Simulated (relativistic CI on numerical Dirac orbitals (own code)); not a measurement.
**A ladder of approximations for the levels of Tc**

Calculated with a relativistic CI code on KLI orbitals (one set per configuration, finite nucleus), adding one ingredient at a time: step 1, Dirac-Coulomb, each configuration alone; step 2, with Breit and QED terms; step 3, with configuration mixing; step 4, with scaled Slater integrals (0.85); step 5, with a P86 correlation estimate; step 6, tied to the ionisation limit. P86 is a density functional for the correlation energy, evaluated here for each configuration and added to its levels. Step 6 is semi-empirical: configurations made of the next ion and one excited electron move by 5441 cm⁻¹, so that their limit matches the tabulated ionisation energy, and those with a non-penetrating f or g electron also take the P86 value of the least penetrating other one.

Configuration list (outside the closed core [Kr]): 4d⁵5s², 4d⁶5s, 4d⁵5s5p, 4d⁶5p, 4d⁷, 4d⁶5d, 4d⁵5p², 4d⁶6s, 4d⁵5s5d, 4d⁶6p, 4d⁵5s6s, 4d⁵5s7s, 4d⁵5s6p, 4d⁵5s4f, 4d⁴5s²5p.

Computed minus measured energy above the ground level, in cm⁻¹, for 7 of the 24 excited levels that pair in every step (one J of a term; a digit in brackets numbers repeated terms):

| Configuration | Term | J | Measured | Step 1 | Step 2 | Step 3 | Step 4 | Step 5 | Step 6 |
| --- | --- | --- | --- | --- | --- | --- | --- | --- | --- |
| 4d⁶5s | a 6D | 9/2 | 2573 | 719 | 566 | 4842 | 2294 | 108 | 5448 |
| 4d⁶5s | a 4D | 7/2 | 10517 | 7520 | 7370 | 6726 | 3021 | 1233 | 5503 |
| 4d⁵5s5p | z 8P° | 5/2 | 16429 | -12872 | -12927 | -8071 | -6762 | -5446 | -63 |
| 4d⁵5s5p | z 6P° | 5/2 | 23455 | -6720 | -6781 | -4275 | -4589 | -3452 | 553 |
| 4d⁶5p | z 6D° | 9/2 | 27370 | -2458 | -2689 | -983 | -3094 | -3202 | -2743 |
| 4d⁶5p | z 6F° | 11/2 | 30067 | -2181 | -2413 | -635 | -3078 | -3089 | -2515 |
| 4d⁶5p | z 4F° | 9/2 | 31114 | 421 | 190 | 819 | -2055 | -2172 | -1702 |

Mean absolute errors in cm⁻¹, over all paired levels and for the configurations:

| Configuration, levels | Step 1 | Step 2 | Step 3 | Step 4 | Step 5 | Step 6 |
| --- | --- | --- | --- | --- | --- | --- |
| all, 24 | 3654 | 3719 | 3138 | 3412 | 2631 | 2687 |
| 4d⁶5s, 6 | 1845 | 1663 | 5095 | 2357 | 241 | 5399 |
| 4d⁵5s5p, 5 | 10440 | 10502 | 6551 | 5929 | 4679 | 309 |
| 4d⁶5p, 13 | 1878 | 2059 | 923 | 2931 | 2946 | 2349 |

Measured levels: NIST Handbook of Basic Atomic Spectroscopic Data (Sansonetti and Martin, J. Phys. Chem. Ref. Data 34, 1559 (2005)).

The mean absolute error is lowest at step 5 (2631 cm⁻¹), and the largest single drop is from step 4 to 5 (3412 to 2631). Mixing lowers the ground level by 5150, with 4d⁵5p² as its largest admixture; relative to it the configurations that move most are 4d⁵5s5p by +3951, 4d⁶5s by +3432, 4d⁶5p by +1261. Configurations whose own partners of that kind are not in the list rise by much of that lowering, so a short list can trade one imbalance for another. The P86 estimate moves 4d⁶5s by -2117, 4d⁵5s5p by +1250, 4d⁶5p by -15, and takes the mean absolute error of the excited configurations from 3412 to 2631. Step 6 takes that error from 2631 to 2687; the error more than halves for 4d⁵5s5p; it grows for 4d⁶5s. The shift fits the limit, so it does little for low levels whose errors differ from those near the limit.
